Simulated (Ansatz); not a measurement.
Ansatz (a quantum-chemistry and plane-wave program) input:

Ansatz 0.2 input:
```yaml
crystal:
  periodic: [false, false, false]
  atoms:
    - {symbol: C, position_ang: [2.62354131, -0.07648354, -0.62401741]}
    - {symbol: C, position_ang: [1.13919953, 0.28693350, -0.66902059]}
    - {symbol: C, position_ang: [0.33194608, -0.26907549, 0.51362469]}
    - {symbol: C, position_ang: [-1.15402277, 0.08276627, 0.49109654]}
    - {symbol: C, position_ang: [-1.77380583, 0.99377239, 1.27084056]}
    - {symbol: C, position_ang: [-1.92996567, -0.71640079, -0.54592594]}
    - {symbol: H, position_ang: [3.08549782, 0.29062395, 0.29771044]}
    - {symbol: H, position_ang: [3.18039366, 0.34716136, -1.46706227]}
    - {symbol: H, position_ang: [2.76222977, -1.16194183, -0.64532784]}
    - {symbol: H, position_ang: [0.70746977, -0.07308123, -1.60848072]}
    - {symbol: H, position_ang: [1.02400676, 1.37533049, -0.67560707]}
    - {symbol: H, position_ang: [0.48080785, -1.36486480, 0.52887713]}
    - {symbol: H, position_ang: [0.76811436, 0.12054472, 1.43944894]}
    - {symbol: H, position_ang: [-1.01292965, 1.43872784, 1.95975301]}
    - {symbol: H, position_ang: [-2.97952325, -0.42389926, -0.49862897]}
    - {symbol: H, position_ang: [-1.86075003, -1.80405817, -0.37339295]}
    - {symbol: H, position_ang: [-1.57667287, -0.55361732, -1.57687699]}
basis:
  gaussian:
    orbitals: def2-SVP
hamiltonian:
  xc: {name: PBE0}
total_charge: -1
```

Task: What final total energy does it print?

Result: -234.70618 Eh (PBE0/def2-SVP). The basis has 139 functions.

It need not be the lowest isomer of its formula. Whether it binds its extra electron was not tested at this geometry.
